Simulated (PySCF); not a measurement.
**Does the structure fit the spectrum?**

A compound C6H13OP gives the data below (simulated from a calculation) and was assigned the structure `C=C[P@@](C)(=O)C(C)C`.

$^{13}$C{$^{1}$H} NMR (computed): δ 36.8 (CH), 35.0 (CH2, 2C), 33.3 (CH2, 2C), 24.7 (CH3).

$^{1}$H NMR (400 MHz, computed): δ 7.28 (m, 1H), 1.91 (m, 2H), 1.72 (m, 2H), 1.51 (m, 2H), 1.13 (m, 1H), 1.06 (m, 2H), 0.89 (d, 3H).

[PySCF: geometry: PBE0-D3(BJ)/def2-SVP; PBE/pcSseg-1 with gauge-including orbitals; fast rotation and ring inversion assumed for equivalent nuclei; one computed conformer; non-relativistic; no solvent]

Scale: $^{1}$H, $^{13}$C against TMS (reference shieldings calculated alike).

Q: Compare with the shifts computed for the proposed structure, pairing carbons in order of shift.

A: Numbering as in the mapped SMILES `[CH2:1]=[CH:2][P@@:3]([CH3:4])(=[O:5])[CH:6]([CH3:7])[CH3:8]`. Each H is labelled by its parent atom.

```csv
atom,computed for proposal,given list,difference
C1,142.6,36.8,+105.8
C2,141.9,35.0,+106.9
C6,34.0,35.0,-1.0
C7,17.2,33.3,-16.1
C8,16.3,33.3,-17.0
C4,16.2,24.7,-8.5
```

The rms difference is 62.2 ppm and the largest +106.9 ppm at C2 (alkene CH). The proposal also would give 6 carbon signals, not 4. The carbon types in order of shift don't match either: CH2, CH, CH, CH3, CH3, CH3 for the proposal against CH, CH2, CH2, CH2, CH2, CH3 in the data. The proposal doesn't fit.

Q: Which isomer fits?

A: SMILES C[C@H]1CC[P@H](=O)CC1.

- δC 36.8: sp3 CH in a ring; a saturated carbon with 3 carbon neighbours and no heteroatom attached.
- δC 35.0: sp3 CH2 in a ring; a saturated carbon with 2 carbon neighbours and no heteroatom attached.
- δH 1.13: hydrogen on an sp3 CH in a ring; far from electronegative atoms and π systems.
- δH 0.89: hydrogen on a methyl carbon; far from electronegative atoms and π systems.

The data come from this structure; uniqueness wasn't tested.

Splittings by $^{31}$P in the carbon and heteronuclear signals aren't shown, as no couplings were computed. Shifts are as computed. Against solution values, carbons near 30 ppm lie about +2 ppm off and those near 130 ppm about +2 ppm. Of 1313 compounds with measured shifts, 239 miss one by over three times the rms of a fit or turn the order of signals round; such compounds aren't used in these exercises. No couplings were computed; multiplicities are counted from neighbouring protons, with m where these are inequivalent, close in shift, in a saturated or five-membered ring or joined by F or P, and br s for small geminal =CH2 splittings.
